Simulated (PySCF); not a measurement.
## Electron correlation in B⁺ (boron, charge +1)

[He] 2s2, closed-shell 1S. Computed with PySCF 2.14 in aug-cc-pVDZ-DK, with the spin-free X2C one-electron Hamiltonian (Gaussian nucleus). Frozen: 1s2; 2 electrons correlated.

Total MP2 correlation energy: -32.66 mhartree.

Same-spin part 0.00 and opposite-spin part -32.66 mhartree; SCS-MP2 scales them by 1/3 and 6/5 to -39.19 mhartree.

With two correlated electrons CCSD is exact within the correlated space (frozen core and kept virtual orbitals).

| level | correlation energy (mhartree) |
| --- | --- |
| CCSD | -58.66 |

Diagnostics: T1 = 0.012, D1 = 0.0167, largest double amplitude 0.151.

**Question.** Is a single reference adequate?

**Answer.** Not fully. A double-excitation amplitude exceeds 0.15, a sign of near-degeneracy.
